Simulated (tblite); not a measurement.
C₄H₁₀BrNSi₂.
Numbering: `[N:1]#[C:2][SiH2:3][SiH2:4][CH2:5][CH2:6][CH2:7][Br:8]` (hydrogens: H9, H10 on Si3; H11, H12 on Si4; H13, H14 on C5; H15, H16 on C6; H17, H18 on C7)

Computed with GFN2-xTB (tblite), gas phase: L-BFGS steps from a force-field or distance-geometry start until the largest atomic force falls under 0.01 eV/Å.

Step 0: E = -654.6332 eV
```
atom  x, y, z in Å  |  force x, y, z in eV/Å
N1     -3.4938    2.2931   -0.4130    0.204  -0.817  -0.119
C2     -3.2701    1.1791   -0.6087   -0.291   0.431  -0.072
Si3    -2.8455   -0.6298   -0.8859   -0.219  -0.434  -0.240
Si4    -0.9710   -1.0629    0.3575   -0.328  -0.899   0.845
C5      0.4105    0.0847   -0.1505    0.615   0.420  -0.226
C6      1.7341   -0.1093    0.5891   -0.140   0.165   0.355
C7      2.8153    0.8850    0.1636    0.071  -0.408   0.420
Br8     3.5247    0.4460   -1.5892   -0.009   0.024  -0.176
H9     -3.9635   -1.5287   -0.4693    0.196   0.530  -0.154
H10    -2.5731   -0.8999   -2.3229   -0.249   0.315   0.263
H11    -1.2472   -0.8868    1.8150    0.169  -0.075  -0.328
H12    -0.5375   -2.4823    0.1670   -0.064   0.424   0.094
H13     0.5648   -0.0466   -1.2234    0.193   0.062  -0.077
H14     0.0760    1.1185   -0.0174    0.081   0.015   0.008
H15     1.5580    0.0367    1.6687    0.047   0.035  -0.241
H16     2.0963   -1.1368    0.4771   -0.021   0.133  -0.134
H17     3.6720    0.8432    0.8495   -0.173   0.012  -0.148
H18     2.4413    1.9033    0.1212   -0.081   0.068  -0.071
```

Step 1: E = -654.6667 eV
```
atom  x, y, z in Å  |  force x, y, z in eV/Å
N1     -3.4909    2.2814   -0.4147   -0.260   1.474   0.282
C2     -3.2743    1.1852   -0.6097    0.227  -2.042  -0.490
Si3    -2.8486   -0.6360   -0.8893   -0.071  -0.121  -0.067
Si4    -0.9756   -1.0758    0.3695   -0.055  -0.346   0.385
C5      0.4193    0.0907   -0.1537    0.092   0.032  -0.019
C6      1.7321   -0.1069    0.5942    0.021   0.022   0.075
C7      2.8163    0.8791    0.1696   -0.094  -0.077   0.172
Br8     3.5246    0.4463   -1.5917   -0.032   0.018  -0.103
H9     -3.9607   -1.5211   -0.4715    0.050   0.411  -0.114
H10    -2.5767   -0.8954   -2.3191   -0.221   0.279   0.141
H11    -1.2448   -0.8878    1.8103    0.125  -0.063  -0.097
H12    -0.5384   -2.4763    0.1683   -0.002   0.207   0.088
H13     0.5675   -0.0457   -1.2245    0.215   0.058  -0.109
H14     0.0771    1.1187   -0.0173    0.067   0.078   0.003
H15     1.5586    0.0372    1.6652   -0.011   0.062   0.001
H16     2.0960   -1.1349    0.4752   -0.050   0.149  -0.096
H17     3.6695    0.8433    0.8474    0.002  -0.015  -0.006
H18     2.4401    1.9043    0.1202   -0.004  -0.127  -0.044
```

Step 2: E = -654.6794 eV
```
atom  x, y, z in Å  |  force x, y, z in eV/Å
N1     -3.4908    2.2865   -0.4130    0.306  -1.473  -0.253
C2     -3.2763    1.1663   -0.6172   -0.352   1.054   0.085
Si3    -2.8533   -0.6450   -0.8943    0.261  -0.016   0.134
Si4    -0.9819   -1.0955    0.3888    0.238   0.435  -0.314
C5      0.4309    0.0982   -0.1578   -0.525  -0.396   0.196
C6      1.7300   -0.1039    0.6012    0.181  -0.145  -0.294
C7      2.8163    0.8712    0.1789   -0.246   0.323  -0.196
Br8     3.5240    0.4470   -1.5960   -0.068   0.011   0.010
H9     -3.9568   -1.5068   -0.4756   -0.211   0.188  -0.030
H10    -2.5837   -0.8865   -2.3129   -0.161   0.212  -0.077
H11    -1.2403   -0.8899    1.8035    0.043  -0.026   0.318
H12    -0.5395   -2.4664    0.1711    0.110  -0.186   0.056
H13     0.5736   -0.0439   -1.2272    0.225   0.052  -0.101
H14     0.0794    1.1199   -0.0171    0.049   0.126  -0.007
H15     1.5593    0.0385    1.6611   -0.088   0.090   0.333
H16     2.0950   -1.1307    0.4717   -0.067   0.120  -0.041
H17     3.6666    0.8433    0.8448    0.231  -0.046   0.182
H18     2.4387    1.9038    0.1184    0.072  -0.324  -0.001
```

Step 3: E = -654.7033 eV
```
atom  x, y, z in Å  |  force x, y, z in eV/Å
N1     -3.4896    2.2805   -0.4141    0.093  -0.380  -0.057
C2     -3.2775    1.1694   -0.6171   -0.131  -0.057  -0.112
Si3    -2.8502   -0.6433   -0.8922    0.147  -0.039   0.071
Si4    -0.9785   -1.0884    0.3830    0.098   0.129  -0.049
C5      0.4239    0.0931   -0.1551   -0.181  -0.130   0.023
C6      1.7322   -0.1058    0.5972   -0.025   0.018  -0.006
C7      2.8137    0.8757    0.1757    0.000   0.023  -0.015
Br8     3.5234    0.4470   -1.5953   -0.058   0.020  -0.021
H9     -3.9593   -1.5069   -0.4754   -0.138   0.236  -0.048
H10    -2.5844   -0.8856   -2.3145   -0.168   0.220  -0.029
H11    -1.2405   -0.8899    1.8075    0.073  -0.040   0.155
H12    -0.5383   -2.4695    0.1713    0.069  -0.048   0.068
H13     0.5750   -0.0437   -1.2279    0.176   0.052  -0.013
H14     0.0795    1.1211   -0.0172    0.061   0.034  -0.008
H15     1.5583    0.0393    1.6650   -0.030   0.051   0.088
H16     2.0944   -1.1300    0.4718   -0.018   0.041  -0.066
H17     3.6693    0.8429    0.8470    0.046  -0.025   0.039
H18     2.4397    1.9005    0.1187   -0.014  -0.104  -0.020
```

Problem. Estimate the geometry and energy of step 4. (The exact step hangs on the optimiser's Hessian estimate; all steps are aligned on step 3, rigid shifts and turns removed.)

Solution. E = -654.7136 eV, largest force 0.448 eV/Å
```
atom  x, y, z in Å  |  force x, y, z in eV/Å
N1     -3.4877    2.2736   -0.4151    0.006   0.026   0.010
C2     -3.2803    1.1655   -0.6204   -0.038  -0.416  -0.161
Si3    -2.8473   -0.6448   -0.8910    0.115  -0.037   0.054
Si4    -0.9767   -1.0868    0.3833    0.037   0.036   0.018
C5      0.4202    0.0903   -0.1546   -0.004   0.022  -0.038
C6      1.7320   -0.1055    0.5971   -0.087   0.036   0.058
C7      2.8130    0.8761    0.1758    0.060  -0.065   0.008
Br8     3.5221    0.4475   -1.5961   -0.057   0.019  -0.017
H9     -3.9621   -1.5005   -0.4768   -0.142   0.211  -0.038
H10    -2.5887   -0.8800   -2.3146   -0.153   0.204  -0.047
H11    -1.2385   -0.8909    1.8105    0.078  -0.039   0.114
H12    -0.5368   -2.4699    0.1730    0.063  -0.027   0.069
H13     0.5795   -0.0424   -1.2287    0.134   0.043   0.039
H14     0.0810    1.1222   -0.0174    0.052  -0.022  -0.014
H15     1.5576    0.0406    1.6671   -0.015   0.032   0.017
H16     2.0938   -1.1285    0.4701   -0.006   0.010  -0.054
H17     3.6705    0.8423    0.8479   -0.003  -0.021   0.002
H18     2.4395    1.8977    0.1181   -0.040  -0.010  -0.019
```

The energy changes by -0.0103 eV. The first-order estimate −F·Δx gives -0.0126 eV and the mean of the old and new forces, exact on a quadratic surface, -0.0103 eV. The step makes an angle of 15° with the force vector and moves no atom by more than 0.007 Å.

What follows is the cost of the whole relaxation. The run took 0.77 s of wall time on one thread, Arm Neoverse N1 (aarch64), no GPU, shared host with 64 logical CPUs at a one-minute load of 63.
